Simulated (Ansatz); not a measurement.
This geometry of ClF5W + FH (9 atoms, charge 0, multiplicity 1) is a first-order saddle point.

These are results of RKS LDA/def2-SVP in Ansatz 0.2.0, not measurements.

```xyz
9
Properties=species:S:1:pos:R:3
W 0.028 0.036 0.010
Cl 0.082 -0.225 2.345
F 1.843 -0.197 -0.197
F -0.149 1.786 -0.531
F -1.808 0.097 0.220
F -0.158 -1.804 0.042
F -0.171 -0.295 -1.797
F 1.456 1.791 1.239
H 1.331 1.369 2.091
```

Which two structures does it join? (They come from a converged band through this point; their orientation in space is the band's.)

Bonds broken: W1–Cl2, F8–H9. Bonds formed: W1–F8, Cl2–H9. ClF5W + FH becomes ClH + F6W.

Image 0:

```xyz
9
Properties=species:S:1:pos:R:3
W -0.128 -0.129 -0.062
Cl -0.045 -0.007 2.230
F 1.703 -0.180 -0.172
F -0.202 1.700 -0.198
F -1.971 -0.179 -0.010
F -0.155 -1.970 0.020
F -0.201 -0.230 -1.901
F 1.953 1.998 1.411
H 1.500 1.555 2.107
```

Image 6:

```xyz
9
Properties=species:S:1:pos:R:3
W 0.262 0.259 -0.409
Cl -0.126 -0.062 3.456
F 1.881 0.046 -1.258
F 0.040 1.865 -1.282
F -1.343 0.508 0.448
F 0.519 -1.331 0.472
F -0.585 -0.616 -1.783
F 1.128 1.154 0.972
H 0.679 0.734 2.808
```

How far does it lie above each of them?

0.142 eV above the first and 0.605 eV above the second. This is the barrier of this one path; another mechanism may lie lower. The orbitals stay closed-shell, which can raise the energy where a bond breaks towards radicals; this wasn't checked here.

The run took 2.9 min on 4 threads of Arm Neoverse V2, with other jobs on the host, peak memory 0.21 GiB.
